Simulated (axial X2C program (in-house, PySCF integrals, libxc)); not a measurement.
**Which functional? An output for CrN**

An SCF output computed with an axial X2C code built on PySCF integrals for CrN at 1.565 Å, two-component, state Ω = 3/2, Cr dyall-cv3z [9s10p6d3f2g], N dyall-av3z [7s7p3d2f] (cores contracted in-house), without its first line:

```
basis functions 165  fitting functions 899  grid points 5073
iter        total energy     max residual
   1      -1103.727109448     1.94e-01
   2      -1103.767099174     3.51e-02
   3      -1103.783288835     1.44e-01
   4      -1103.799846862     5.87e-02
   5      -1103.806468868     1.07e-02
   6      -1103.807962462     9.58e-03
   7      -1103.808277003     5.21e-03
   8      -1103.808395048     2.19e-03
   9      -1103.808531885     5.44e-03
  10      -1103.808746409     7.34e-03
  11      -1103.808966945     5.55e-03
  12      -1103.809081500     1.80e-03
  13      -1103.809113607     3.73e-04
  14      -1103.809117173     3.95e-04
  15      -1103.809117709     1.17e-04
  16      -1103.809117847     5.37e-05
  17      -1103.809117909     6.41e-05
  18      -1103.809117960     4.61e-05
  19      -1103.809117983     1.18e-05
  20      -1103.809117992     1.12e-05
  21      -1103.809117996     1.02e-05
  22      -1103.809117998     6.43e-06
  23      -1103.809117999     3.30e-06
  24      -1103.809117999     2.23e-06
converged
one-electron -1632.21666463  Coulomb 526.55947783  exact exchange -54.69442250  xc functional 0.00000000  nuclear repulsion 56.80624373  atomic mean-field constant -0.26375244
```

Question: Which level of theory produced it?
A. HF
B. PBEsol
C. PBE0

Answer: A. The exact-exchange term against the functional term shows a share of 1 of exact exchange.
